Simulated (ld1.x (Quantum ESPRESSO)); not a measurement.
## Ga: variants of one ultrasoft potential

Base potential:

| Quantity | Value |
| --- | --- |
| Element | gallium (Ga) |
| Generator | ld1.x (Quantum ESPRESSO) 7.5 |
| Type | ultrasoft |
| Functional | PBE |
| Relativity | scalar-relativistic |
| Frozen core | [Ar] 3d10 |
| Valence charge | 3 |
| Reference configuration | 4s1 4p2 |
| Partial waves | 4s (bound): rcut 1.65, rcutus 1.95 bohr; 4s channel at -0.4 Ry: rcut 1.65, rcutus 1.95 bohr; 4p (bound): rcut 1.50, rcutus 2.10 bohr; 4p channel at 1.45 Ry: rcut 1.50, rcutus 2.10 bohr |
| Local potential | all-electron potential smoothed inside 1.90 bohr (lloc = -1) |
| Core correction | none |
| Augmentation charge | PSQ, inside the norm-conserving radii |

All-electron outer shells of the reference configuration (PBE, scalar-relativistic, ld1.x):

```tsv
shell	level (eV)	outermost node (bohr)	outermost maximum (bohr)
3p	-100.79	0.24	0.56
3d	-21.04	–	0.53
4s	-10.04	0.80	1.87
4p	-3.35	0.87	2.47
```

Cutoffs, loose and tight: the cutoffs (Ry, on a coarse ladder) from which the occupation-weighted sum of valence levels, in a spherical-Bessel basis at the reference potential, stays within 10 and 1 mRy of its value at 400 Ry. They do not see the model core or the augmentation charge, which bear on the density cutoff. Test errors are all-electron minus pseudo excitation energies from the reference, over the configurations 4s2 4p1; 4s2 4p0; 4s1 4p0; 4s1 4p1; 4s2 4p1.3; 4s0 4p3; 4s2 4p0.5. A dash means not determined; rows that change the core or the reference have their own tests.

```tsv
change	outcome	cutoff, loose	cutoff, tight	bound ghosts	largest test error (meV)
base	generated	6 Ry	10 Ry	none	+69
core correction a·sin(br)/r model core inside 0.88 bohr	generated	6 Ry	10 Ry	none	-99
core correction a·sin(br)/r model core inside 1.32 bohr	generated	6 Ry	10 Ry	none	-96
core correction a·sin(br)/r model core inside 1.70 bohr	generated	6 Ry	10 Ry	none	-86
core correction a·sin(br)/r model core inside 1.90 bohr	generated	6 Ry	10 Ry	none	-83
```

Problem. What comes out with this change to the base: core correction a·sin(br)/r model core inside 2.24 bohr?

Solution. outcome: generated; cutoff, loose: 6 Ry; cutoff, tight: 10 Ry; bound ghosts: none; largest test error (meV): -74.
